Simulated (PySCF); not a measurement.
WCl2, SMILES [Cl][W][Cl] (connectivity only; charge and spin as stated), neutral, multiplicity 3.

The structure is a stationary point at PBE0-D3(BJ)/def2-TZVP. The multiplicity is an assumed one; other spin states were not compared. The def2 effective core potentials stand for the cores of W; spin–orbit coupling is left out.

Computed with r2SCAN/def2-TZVPD in PySCF.

Gas-phase values at a fixed geometry.

- total energy = -987.50328 hartree
- point group = D∞h
- α spin, highest occupied and lowest empty level = -6.09 and -4.60 eV
- β spin, highest occupied and lowest empty level = -4.93 and -3.54 eV
- dipole moment = 0.000 e·Å
- mean static polarisability = 81.8 bohr³ (12.12 Å³)
- polarisability, principal values = 71.0, 71.0, 103.3 bohr³
- ⟨S²⟩ = 2.032 (pure state 2.00)
